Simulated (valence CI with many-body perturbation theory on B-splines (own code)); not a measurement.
**Level structure of Zr26+**

Computed by relativistic CI+MBPT: four valence electrons over a frozen Dirac-Fock core [Ne], radial functions for each j: 11 s, 11 p, 10 d, 8 f, 5 g, 2 h, with the one-electron correlation potential Σ1, the two-electron term Σ2, the three-electron term Σ3, Breit, model QED; selected CI, second order for the rest, scaled by the run's own slope (own B-spline code, finite nucleus).

No measured spectrum was set against this ion. As an estimate, large intervals hold to a few tenths of a per cent, small ones and those within an open d or f shell to about a per cent. Among the levels kept, up to 700 cm⁻¹ of a level comes from second order outside the variational space, and about a tenth of that is noise between levels of different J, which matters for small intervals.

Levels 46 to 90 of 174, with energies above the lowest level, 3s2.3p2 3P_0. "Leading %" is the weight of the configuration and term that name the level; weights of strongly mixed levels are sums over their largest components and can fall short. In the jj column 3d3/2^4 stands for four electrons in 3d with j = 3/2. Lifetimes count E1, E2, E3, M1 and M2 decay at the calculated energies, and are blank where another channel may lead or the interval is too uncertain; long ones can be off by a factor of two.

```tsv
No.	Configuration	Term	J	E (cm⁻¹)	Leading %	Lifetime	g	Leading jj
46	3s.3p2.3d	5P	2	1647700	22	7.73 ps	1.395	3s 3p1/2 3p3/2 3d3/2 (33 %)
47	3s.3p2.3d	5P	1	1654500	81	7.30 ps	2.333	3s 3p1/2 3p3/2 3d3/2 (67 %)
48	3s.3p2.3d	3F	4	1691500	39	190 ps	1.272	3s 3p3/2^2 3d5/2 (52 %)
49	3s.3p2.3d	3F	2	1695500	37	11.2 ps	1.054	3s 3p1/2 3p3/2 3d5/2 (28 %)
50	3s.3p2.3d	3D	1	1701500	24	7.45 ps	0.995	3s 3p1/2 3p3/2 3d5/2 (28 %)
51	3s.3p2.3d	3G	3	1707600	68	20.6 ps	0.837	3s 3p1/2 3p3/2 3d3/2 (90 %)
52	3s.3p2.3d	3P	0	1727900	51	27.4 ps		3s 3p3/2^2 3d5/2 (64 %)
53	3s.3p2.3d	3G	4	1745200	77	27.0 ps	1.096	3s 3p1/2 3p3/2 3d5/2 (58 %)
54	3s.3p2.3d	3D	3	1746900	58	11.3 ps	1.217	3s 3p1/2 3p3/2 3d5/2 (56 %)
55	3s.3p2.3d	1G	4	1765200	49	42.5 ps	1.115	3s 3p1/2 3p3/2 3d5/2 (48 %)
56	3s.3p2.3d	3F	3	1766500	38	11.9 ps	1.039	3s 3p1/2 3p3/2 3d5/2 (65 %)
57	3s.3p2.3d	3D	1	1768000	51	15.8 ps	0.931	3s 3p1/2 3p3/2 3d5/2 (52 %)
58	3s.3p2.3d	3D	1	1775100	70	7.24 ps	0.670	3s 3p1/2 3p3/2 3d3/2 (83 %)
59	3s.3p2.3d	3P	0	1784100	65	10.7 ps		3s 3p1/2 3p3/2 3d3/2 (43 %)
60	3s.3p2.3d	3D	2	1790500	47	9.23 ps	1.112	3s 3p3/2^2 3d3/2 (54 %)
61	3s.3p2.3d	3G	5	1798200	84	48.0 ps	1.227	3s 3p3/2^2 3d5/2 (71 %)
62	3s.3p2.3d	3D	1	1800400	63	7.20 ps	0.843	3s 3p3/2^2 3d3/2 (35 %)
63	3s.3p2.3d	3D	2	1812400	63	7.99 ps	1.121	3s 3p1/2 3p3/2 3d5/2 (43 %)
64	3s.3p2.3d	3D	3	1812800	56	7.60 ps	1.277	3s 3p3/2^2 3d3/2 (43 %)
65	3s.3p2.3d	3P	0	1816400	31	7.51 ps		3s 3p1/2 3p3/2 3d5/2 (43 %)
66	3s.3p2.3d	3P	1	1819800	52	8.81 ps	1.474	3s 3p1/2 3p3/2 3d5/2 (76 %)
67	3s.3p2.3d	3F	2	1833300	45	6.42 ps	0.912	3s 3p1/2 3p3/2 3d3/2 (42 %)
68	3s.3p2.3d	3P	2	1840500	27	7.09 ps	1.183	3s 3p1/2 3p3/2 3d5/2 (38 %)
69	3s.3p2.3d	3F	3	1842100	44	6.55 ps	1.164	3s 3p1/2 3p3/2 3d5/2 (41 %)
70	3s.3p2.3d	1P	1	1866900	25	6.67 ps	1.244	3s 3p3/2^2 3d3/2 (40 %)
71	3s.3p2.3d	3F	4	1868200	69	7.73 ps	1.195	3s 3p3/2^2 3d3/2 (62 %)
72	3s.3p2.3d	3D	2	1870200	31	6.90 ps	1.223	3s 3p1/2 3p3/2 3d5/2 (31 %)
73	3s.3p2.3d	3D	3	1904100	56	14.8 ps	1.209	3s 3p3/2^2 3d5/2 (77 %)
74	3s.3p2.3d	3S	1	1920000	47	8.38 ps	1.548	3s 3p3/2^2 3d5/2 (70 %)
75	3s.3p2.3d	1D	2	1938400	23	7.12 ps	1.150	3s 3p3/2^2 3d5/2 (41 %)
76	3s.3p2.3d	3F	4	1954800	85	7.63 ps	1.222	3s 3p3/2^2 3d5/2 (76 %)
77	3s.3p2.3d	3P	0	1960300	42	3.95 ps		3s 3p1/2 3p3/2 3d3/2 (31 %)
78	3s.3p2.3d	3D	3	1965200	67	8.34 ps	1.259	3s 3p3/2^2 3d5/2 (75 %)
79	3s.3p2.3d	1P	1	1983700	50	4.16 ps	1.022	3s 3p3/2^2 3d3/2 (40 %)
80	3s.3p2.3d	3D	3	1986200	67	5.59 ps	1.255	3s 3p3/2^2 3d5/2 (47 %)
81	3s.3p2.3d	3D	2	1988600	58	4.78 ps	1.062	3s 3p3/2^2 3d3/2 (45 %)
82	3s.3p2.3d	1D	2	2000300	38	5.56 ps	1.163	3s 3p3/2^2 3d3/2 (41 %)
83	3s.3p2.3d	3D	1	2014500	85	5.07 ps	0.604	3s 3p3/2^2 3d3/2 (74 %)
84	3s.3p2.3d	1D	2	2035800	42	5.71 ps	1.159	3s 3p3/2^2 3d5/2 (61 %)
85	3s2.3d2	3F	2	2074600	57	3.91 ps	0.767	3s^2 3d3/2^2 (35 %)
86	3s.3p2.3d	1F	3	2081900	46	3.85 ps	1.043	3s^2 3d3/2 3d5/2 (36 %)
87	3s.3p2.3d	3P	1	2083200	49	3.69 ps	1.285	3s 3p3/2^2 3d5/2 (52 %)
88	3s.3p2.3d	3P	0	2095500	28	3.29 ps		3s^2 3d3/2^2 (27 %)
89	3s.3p2.3d	1F	3	2101300	38	4.26 ps	1.080	3s 3p3/2^2 3d5/2 (34 %)
90	3s2.3d2	3F	4	2103200	76	5.03 ps	1.241	3s^2 3d5/2^2 (52 %)
```

Names give the largest LS component (configuration and term), which can be under half, so a name can repeat, a term be missing and a line seem to break the LS rules; names also repeat where a configuration has a term twice.

Where two levels of one J and parity lie close, their mixing, g and order are uncertain.
